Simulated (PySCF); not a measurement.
Predicted microwave data (PBE0/pcSseg-1 in PySCF (dipole) on a GFN2-xTB geometry, gas phase) for one isomer of C6H9F:

* Rotational constants: A = 5372, B = 1909, C = 1620 MHz
* Dipole components: |μa| = 1.46 D, |μb| = 0.94 D, |μc| = 0.01 D
* Inertial defect: -46.77 u·Å²
* κ: -0.85

Question: Which structure is it? (One computed conformer of each.)
A. `[F:1][CH2:2][C@@H:3]1[CH:4]=[CH:5][CH2:6][CH2:7]1` with F1–C2–C3–C4 -71°, C2–C3–C4–C5 -131°, C4–C5–C6–C7 11°, C5–C6–C7–C3 -16°, C2–C3–C7–C6 137°
B. `[F:1][CH2:2][CH:3]1[CH2:4][CH:5]=[CH:6][CH2:7]1` with F1–C2–C3–C4 65°, C2–C3–C4–C5 101°, C3–C4–C5–C6 11°, C5–C6–C7–C3 -12°, C2–C3–C7–C6 -101°
C. `[CH3:1]/[CH:2]=[CH:3]\[CH:4]=[CH:5]\[CH2:6][F:7]` with C2–C3–C4–C5 180°, C4–C5–C6–F7 0°
D. `[CH2:1]=[C:2]=[CH:3][C:4]([CH3:5])([CH3:6])[F:7]` with C2–C3–C4–C5 19°

Answer: B. It is FCC1CC=CC1, an asymmetric top, point group C1. The candidates at the same level (rigid rotor, commonest isotopes):

```tsv
SMILES	A (MHz)	B (MHz)	C (MHz)	μa (D)	μb (D)	μc (D)	Δ (u·Å²)	point group	rotor
FC[C@@H]1C=CCC1	6169	1733	1445	1.64	1.09	0.38	-23.77	C1	asymmetric top
C/C=C\C=C\CF	6215	1112	954.6	0.26	1.34	0.00	-6.33	Cs	near-prolate asymmetric top
C=C=CC(C)(C)F	4575	1615	1595	1.15	0.30	1.58	-106.53	C1	near-prolate asymmetric top
FCC1CC=CC1	5372	1909	1620	1.46	0.94	0.01	-46.77	C1	asymmetric top
```

`FC[C@@H]1C=CCC1` has A 15 % too high; `C=C=CC(C)(C)F` has B 15 % too low; `C/C=C\C=C\CF` has B 42 % too low. No structure here is proved a minimum.
